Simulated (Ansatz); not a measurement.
Gas-phase electronic energies from Ansatz, PBE0-D4/def2-TZVP geometries. CBS: MP2 limit from def2 TZ/QZ plus the TZ coupled-cluster correction, frozen cores. Functionals use def2-TZVPP. Elements past krypton have def2 core potentials. For I, Y outer-core shells are correlated without core-valence functions, which leaves a few kJ/mol of doubt a bond. One conformer a species, not always the lowest.

Reaction (substitution at a C–C bond): `CCI` + `[OH][Y]([OH])[OH]` → `C[O][Y]([OH])[OH]` + `CI`

`CCI`:

Z-matrix (Å, degrees):
```
C
C 1 1.507
H 1 1.091 2 111.5
H 1 1.095 2 109.4 3 119.5
H 1 1.091 2 111.5 3 -121.0
I 2 2.149 1 112.1 3 60.5
H 2 1.088 1 112.7 3 178.4
H 2 1.088 1 112.7 3 -57.4
```

`[OH][Y]([OH])[OH]`:

```xyz
7

O    -1.159    0.001    1.664
Y     0.000    0.000    0.000
O     1.185    1.594   -0.411
O    -0.026   -1.594   -1.253
H    -1.703    0.000    2.445
H     1.741    2.342   -0.602
H    -0.037   -2.342   -1.842
```

`C[O][Y]([OH])[OH]`:

Cartesian coordinates in Å:
```
C 1.285 -1.773 -0.357
O 0.493 -0.662 -0.128
Y -0.688 0.955 0.193
O 0.050 2.546 1.213
O -2.592 0.955 -0.511
H 0.756 -2.531 -0.951
H 1.591 -2.247 0.585
H 2.201 -1.508 -0.901
H 0.391 3.295 1.691
H -3.487 0.970 -0.834
```

`CI`:

```xyz
5

C    -0.216   -0.015   -0.071
I     1.802    0.127    0.591
H    -0.855    0.035    0.805
H    -0.402    0.818   -0.741
H    -0.329   -0.965   -0.585
```

```
             level  ΔE (kJ/mol)
         CAM-B3LYP         49.1
CCSD(T)/def2-TZVPP         55.8
```

Q: What does CCSD(T)/CBS give? (Best estimate.)

A: The calculation gave: +60.9 kJ/mol. The listed levels differ from it by -11.8, -5.1 kJ/mol.

Largest T1 diagnostic among the species: 0.014.

Leaving LDA and LC-ωPBE aside and taking each functional with its dispersion term where it has one, the values, not all of them listed here, spread over 9.4 kJ/mol, from BLYP-D4 to PBE-QIDH. LDA lies +5.6 kJ/mol from PBE without D4. From BLYP to BHLYP (50 % exact exchange), in def2-TZVPP and without D4, ΔE moves by +4.9 kJ/mol. The D4 term adds +3.3 kJ/mol with B3LYP and +1.6 kJ/mol with PBE0; it sums over pairs of atoms, weighted by their polarisabilities, and B3LYP, whose exchange is more repulsive, gets the larger term.

B3LYP here is the variant with VWN-RPA as its local correlation; programs differ in this.
